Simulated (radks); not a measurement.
The numbers below are computed, except where a source is named.
The potassium ion K18+, configuration 1s1 (the NIST ground configuration).

Code: a radial shooting solver on a logarithmic mesh with Libxc functionals. Model: Dirac Kohn-Sham, PBE, spin-unpolarised, spherical densities, point nucleus.

Energy parts (eV):
total: -4905.674
kinetic: 4953.139
electron-nucleus: -9888.536
Hartree: 162.042
exchange-correlation: -132.319

Orbitals (lengths in bohr, moments of r in powers of bohr; r(max) is where P^2 peaks):
orbital  occ.  eigenvalue (eV)  <1/r>     <r^2>   r(max)      <r^4>
1s1/2       1        -4778.499  19.13  0.008308  0.05219  0.0001741

The highest occupied level is 1s1/2 at -4778.5 eV. Summed over all electrons, <r^2> = 0.008308 bohr^2, which gives a Langevin (diamagnetic) susceptibility term of -0.00658 x 10^-6 cm^3/mol. For comparison, the ionisation energy in NIST's Atomic Spectra Database is 4934.0 eV (theoretical). In exact Kohn-Sham theory the highest level is minus the ionisation energy, but local and semilocal functionals leave it too shallow, through self-interaction and a potential that decays too fast; potentials with the right tail come closer.

Beside tabulated values, note that spin-unpolarised runs miss the spin-polarisation part of the exchange energy of open shells.
